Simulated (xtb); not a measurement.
Mg(I)(SMe) (CH3IMgS), SMILES C[S][Mg][I]. All values are semi-empirical tight-binding results from xtb (GFN2-xTB unless named), good for trends rather than for accurate numbers. Geometry optimised at GFN2-xTB. The values are those of a single conformer.

Optimised geometry:

Bonds (Å): Mg1–I2 2.616, Mg1–S3 2.318, S3–C4 1.823, C4–H5 1.092, C4–H6 1.087, C4–H7 1.092. Bond angles (°): I2–Mg1–S3 128.7, Mg1–S3–C4 94.2, S3–C4–H5 110.6, S3–C4–H6 106.1, S3–C4–H7 110.6, H5–C4–H6 109.3, H5–C4–H7 110.8, H6–C4–H7 109.3.

For metal compounds this method's bond lengths and energies can be far off.

The point group as xtb finds it is Cs and the orbital gap is 1.92 eV. The zero-point energy is 24.0 kcal/mol. The G − E(el) at 298.15 K (modified RRHO) is 2.7 kcal/mol.

Problem. Give the atomic charges and the Wiberg bond orders between heavy atoms. (Estimate from the structure and the level; the computed values follow.)

Solution. charges (e) Mg1 0.47, I2 -0.24, S3 -0.36, C4 -0.04, H5 0.06, H6 0.06, H7 0.06. Bond orders Mg1–I2 1.02, Mg1–S3 0.85, S3–C4 1.01.
